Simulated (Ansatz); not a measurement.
`C[Si](C)(P)Cl`. The species carries charge 0 and has multiplicity 1.

Cartesian coordinates in Å:
```
C 0.053 -1.724 -0.553
Si -0.402 -0.111 0.258
C -0.228 1.326 -0.914
P 0.760 0.109 2.177
Cl -2.394 -0.211 0.828
H -0.555 -1.887 -1.446
H -0.107 -2.561 0.130
H 1.105 -1.718 -0.850
H -0.851 1.174 -1.799
H -0.533 2.258 -0.434
H 0.812 1.429 -1.235
H 1.960 0.448 1.490
H 0.378 1.467 2.349
```

Q: List the harmonic frequencies (cm⁻¹, unscaled) at PBE0-D4/def2-TZVP in Ansatz. (Estimate.)

A: Ansatz gave: 117, 144, 150, 163, 171, 202, 209, 213, 419, 519, 620, 656, 699, 708, 762, 803, 833, 861, 1086, 1272, 1278, 1438, 1440, 1446, 1454, 2391, 2412, 3049, 3050, 3132, 3134, 3146, 3146.

Q: Is this a minimum?

A: Yes, all 33 modes are real.

Q: Give the ideal-gas thermochemistry at 298.15 K and 1 bar (rigid rotor, harmonic oscillator; point group C1, symmetry number 1).

A: Zero-point energy 246.0 kJ/mol; H(298) − E = 272.3 kJ/mol; entropy 386.4 J/(mol·K), of which translation 169.2, rotation 118.6, vibration 98.6; G(298) − E = 157.1 kJ/mol.
